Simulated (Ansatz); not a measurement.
`C[O][Ti]([Cl])([Cl])[Cl]`, relaxed with RKS PBE-D4/def2-SVP in the Gaussian-basis code of Ansatz from a rough embedded geometry. The force threshold is 0.03 eV/Å; the program also tests the step.

Total charge 0; spin multiplicity 1.

Start:

```xyz
9

C     1.261    0.023    0.814
O     0.556   -1.005    0.190
Ti   -1.049   -0.196   -0.668
Cl   -2.155    1.086    0.798
Cl   -2.455   -1.945   -1.370
Cl   -0.374    1.036   -2.550
H     2.260   -0.262    1.044
H     0.674    0.325    1.688
H     1.281    0.937    0.055
```

(1) How much energy does the relaxation release, and in how many steps? (Estimate.)

(2) Which bonds change most? (An estimate is asked.)

(3) Give the relaxed structure. (An estimate is asked.)

Answers

(1) Ansatz gave: 1.28 eV, in 15 steps, 1 of them rejected.

(2) Computed: O2–Ti3 from 1.992 to 1.732 Å; Ti3–Cl5 from 2.352 to 2.197 Å; Ti3–Cl6 from 2.348 to 2.197 Å; C1–H9 from 1.188 to 1.111 Å.

(3) The calculation gave: 
```xyz
9

C     1.404    0.042    0.867
O     0.205   -0.011    0.150
Ti   -1.261   -0.043   -0.772
Cl   -2.850    0.900    0.417
Cl   -1.762   -2.135   -1.215
Cl   -0.921    1.078   -2.631
H     1.820   -0.981    0.984
H     1.224    0.476    1.874
H     2.140    0.673    0.325
```
